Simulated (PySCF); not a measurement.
# How the method changes the shape and vibrations of AlCl2H

These are calculations, not measurements. The program is PySCF 2.14.0, an open-source quantum chemistry code, run on an isolated molecule that a program drew, which may never have been made. The molecule is AlCl2H (charge 0, singlet), drawn as the SMILES string `[Cl][AlH][Cl]`.

The geometry was optimised and harmonic frequencies were computed with HF and MP2, all in the cc-pV(D+d)Z basis, for the commonest isotopes, with a restricted reference for singlets and an unrestricted one otherwise, and a frozen core in MP2. Each result is a local minimum of its method.

Geometry at the HF minimum:
```xyz
4
AlCl2H, angstrom
Cl   -0.4042   -0.7903    1.6049
Al   -1.7191   -0.3498    0.0329
Cl   -3.5124    0.6390    0.4804
H    -1.3723   -0.7468   -1.4289
```

Lengths of the bonds as drawn, in Å (atoms numbered as above):
```
bond,HF,MP2
Cl1-Al2,2.096,2.095
Al2-Cl3,2.096,2.095
Al2-H4,1.554,1.557
```

Rotational constants, in GHz:
```
constant     HF    MP2
       A  18.16  18.39
       B  2.229   2.22
       C  1.985   1.98
```

Harmonic frequencies in cm^-1, each column in rising order, so a row needn't be the same motion in every method:
```
rank,HF,MP2
1,172,166
2,487,471
3,488,484
4,595,?
5,698,674
6,2097,2057
```

**Estimate the missing MP2 frequency from the HF column.**

A single factor s that minimises the squared misfit of MP2 against s times HF over the other rows is sum(HF x MP2) / sum(HF^2) = 0.9793, with an rms misfit of 6 cm^-1. For rank 4 it gives 0.9793 x 595 = 583 cm^-1. The calculation gives 594 cm^-1, 11 cm^-1 above the estimate. The drawn bonds are on average as long in MP2 as in HF.
